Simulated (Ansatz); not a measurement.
Te2Pb3⁺. Total charge 1; doublet. Geometry PBE0-D4/def2-SVP.

Cartesian coordinates in Å:
```
Pb 1.031 1.248 1.350
Pb -0.444 1.304 -1.584
Pb -0.510 -2.192 0.188
Te -1.824 0.313 0.933
Te 1.748 -0.673 -0.887
```

In the def2 sets Pb, Te take a core potential; there is no spin–orbit coupling. HSE06 is defined as in plane-wave codes, on full-range PBE exchange. Another isomer (doublet) lies 0.04 eV lower at PBE-D4/def2-TZVP; other spin states weren't run for this one.

Q: Estimate the α-spin orbital energies around the gap (eV) in Ansatz with PBE-D4/def2-TZVP, r2SCAN-D4/def2-TZVP, PBE0-D4/def2-TZVP, r2SCAN0-D4/def2-TZVP, HSE06-D4/def2-TZVP.

A: 
```csv
orbital,PBE-D4/def2-TZVP,r2SCAN-D4/def2-TZVP,PBE0-D4/def2-TZVP,r2SCAN0-D4/def2-TZVP,HSE06-D4/def2-TZVP
HOMO−13,-25.20,-26.00,-27.61,-28.16,-27.19
HOMO−12,-25.14,-25.94,-27.54,-28.09,-27.13
HOMO−11,-19.97,-20.56,-21.80,-22.23,-21.38
HOMO−10,-18.76,-19.26,-20.42,-20.79,-20.01
HOMO−9,-16.79,-17.24,-18.19,-18.55,-17.78
HOMO−8,-15.97,-16.39,-17.28,-17.61,-16.87
HOMO−7,-15.80,-16.14,-17.03,-17.31,-16.63
HOMO−6,-10.89,-11.16,-11.86,-12.05,-11.48
HOMO−5,-10.80,-11.04,-11.69,-11.87,-11.32
HOMO−4,-10.28,-10.52,-11.14,-11.31,-10.77
HOMO−3,-10.07,-10.26,-10.86,-11.00,-10.49
HOMO−2,-9.88,-10.14,-10.71,-10.92,-10.35
HOMO−1,-9.77,-9.98,-10.59,-10.75,-10.23
HOMO,-8.34,-8.64,-9.09,-9.33,-8.73
LUMO,-7.31,-7.24,-6.70,-6.68,-7.06
LUMO+1,-6.34,-6.37,-5.81,-5.86,-6.16
LUMO+2,-6.23,-6.09,-5.62,-5.55,-5.97
LUMO+3,-6.19,-5.99,-5.54,-5.44,-5.89
LUMO+4,-5.72,-5.57,-5.06,-4.98,-5.42
LUMO+5,-5.45,-5.24,-4.84,-4.71,-5.19
β HOMO,-9.70,-9.88,-10.43,-10.58,-10.08
β LUMO,-7.75,-7.58,-7.11,-7.00,-7.47
```
